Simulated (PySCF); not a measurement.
Electron correlation in V(2+) (vanadium, charge +2)

[Ar] 3d3, high-spin 4F determinant. Calculation: PySCF 2.14, in x2c-TZVPPall with one added diffuse shell each of s, p, d, f type (7s6p5d3f1g, 80 functions); the spin-free X2C one-electron Hamiltonian (Gaussian nucleus). Frozen: [Ne]; 11 electrons correlated.

| level | correlation energy (mhartree) |
| --- | --- |
| CCSD | -301.06 |
| (T) | -5.49 |
| CCSD(T) | -306.55 |

Diagnostics: T1 = 0.0052, D1 = 0.0121, largest double amplitude 0.030.

Cost of the coupled-cluster step: roughly 14 core-seconds, for 11 correlated electrons.

Iterations:

```
CC2 = 0
CCSD nocc = (np.int64(7), np.int64(4)), nmo = (75, 75)
frozen orbitals [[0, 1, 2, 3, 4], [0, 1, 2, 3, 4]]
max_cycle = 100
direct = 0
conv_tol = 1e-08
conv_tol_normt = 1e-06
diis_space = 8
diis_start_cycle = 0
Init t2, MP2 energy = -0.27967716264876
Init E_corr(UCCSD) = -0.279677162649945
cycle = 1  E_corr(UCCSD) = -0.296408636500237  dE = -0.0167314739  norm(t1,t2) = 0.030496
cycle = 2  E_corr(UCCSD) = -0.300128208552114  dE = -0.00371957205  norm(t1,t2) = 0.00670376
cycle = 3  E_corr(UCCSD) = -0.30098288282167  dE = -0.00085467427  norm(t1,t2) = 0.00249404
cycle = 4  E_corr(UCCSD) = -0.301082924382545  dE = -0.000100041561  norm(t1,t2) = 0.000462872
cycle = 5  E_corr(UCCSD) = -0.301054794330759  dE = 2.81300518e-05  norm(t1,t2) = 0.000162573
cycle = 6  E_corr(UCCSD) = -0.301055914203927  dE = -1.11987317e-06  norm(t1,t2) = 3.49043e-05
cycle = 7  E_corr(UCCSD) = -0.301056776718819  dE = -8.62514893e-07  norm(t1,t2) = 1.03577e-05
cycle = 8  E_corr(UCCSD) = -0.301056625848855  dE = 1.50869965e-07  norm(t1,t2) = 2.18438e-06
cycle = 9  E_corr(UCCSD) = -0.301056633669263  dE = -7.82040793e-09  norm(t1,t2) = 3.05102e-07
UCCSD converged
E(UCCSD) = -947.7241007368493  E_corr = -0.3010566336692626
UCCSD(T) correction = -0.00548997991911473
```

This basis was not built for core-valence correlation, so the inner-shell part is incomplete.
